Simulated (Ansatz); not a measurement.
Consider the isomerisation: `CCBN[SiH3]` → `BN(C)[SiH2]C`.

Computed with Ansatz on PBE0-D4/def2-TZVP structures; ΔE is electronic, products minus reactants. CCSD(T)/CBS adds triple-zeta CCSD(T) − MP2 to the extrapolated MP2 energy (def2 sets, frozen cores). Functionals use def2-TZVPP. One conformer a species, not always the lowest.

```json
{"level": "PBE-D4", "ΔE (kJ/mol)": "19.5"}
{"level": "r2SCAN-D4", "ΔE (kJ/mol)": "21.3"}
```

**Question.** What does CCSD(T)/CBS give? (Best estimate.)

**Answer.** Ansatz gave: +21.1 kJ/mol. The listed levels differ from it by -1.6, 0.2 kJ/mol.

Largest T1 diagnostic among the species: 0.012.

The D4 term adds −6.0 kJ/mol with B3LYP and −3.2 kJ/mol with PBE0; it sums over pairs of atoms, weighted by their polarisabilities, and B3LYP, whose exchange is more repulsive, gets the larger term. In def2-TZVPP, CCSD(T) changes the Hartree–Fock value by −10.1 kJ/mol (the triples alone add −2.3 kJ/mol) and MP2 by −11.2 kJ/mol.

B3LYP here is the variant with VWN-RPA as its local correlation; programs differ in this.
